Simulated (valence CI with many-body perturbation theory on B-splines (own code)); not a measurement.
**Which ion has this spectrum?**

A relativistic CI+MBPT calculation for an atom or ion with 23 electrons gives these levels (cm⁻¹):

| J | Parity | E | g |
| --- | --- | --- | --- |
| 5/2 | even | 0 | 1.47 |
| 5/2 | even | 154998 | 1.29 |
| 7/2 | even | 231961 | 1.15 |
| 3/2 | even | 239583 | 1.23 |
| 11/2 | even | 242407 | 1.13 |
| 9/2 | even | 269484 | 1.14 |
| 5/2 | even | 283640 | 1.15 |
| 1/2 | even | 294847 | 1.86 |
| 7/2 | even | 321137 | 1.10 |
| 5/2 | even | 384282 | 1.23 |
| 3/2 | even | 395052 | 0.80 |
| 7/2 | even | 426798 | 1.21 |
| 11/2 | even | 433261 | 1.07 |
| 9/2 | even | 447075 | 1.14 |

The energies are calculated, and their last digits are not significant.

(1) Which is it?
A. Sm39+
B. Pm38+
C. Gd41+
D. Eu40+

Answers

(1) B. Pm38+, ground level (3d3/2^4 3d5/2) J=5/2.
